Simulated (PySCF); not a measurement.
Polarisability and C₆ of Cr⁺ (chromium, charge +1)

[Ar] 3d5, high-spin 6S determinant. Computed with PySCF 2.14 in x2c-TZVPPall with one added diffuse shell each of s, p, d, f type (7s6p5d3f1g, 80 functions), with the spin-free X2C one-electron Hamiltonian (Gaussian nucleus). Coupled (time-dependent) response in atomic units; α is the mean over directions.

```
method  mean α (bohr³)  C₆ (like pair)  S(−4)
   UHF           9.392           33.74  85.06
   PBE           14.87           56.12  300.0
  PBE0           12.67           47.02  193.3
```

S(−4) is the Cauchy moment in α(ω) = α(0) + S(−4) ω² + …

α(iu) at PBE0:

| u (hartree) | α(iu) (bohr³) |
| --- | --- |
| 0 | 12.67 |
| 0.0500 | 12.22 |
| 0.100 | 11.11 |
| 0.200 | 8.666 |
| 0.300 | 6.898 |
| 0.500 | 4.853 |
| 0.750 | 3.496 |
| 1.00 | 2.700 |
| 1.50 | 1.803 |
| 2.00 | 1.301 |
| 3.00 | 0.7649 |
| 5.00 | 0.3498 |

For an ion, C₆ is the dispersion term alone; charge-induced terms of lower order in 1/R come first.
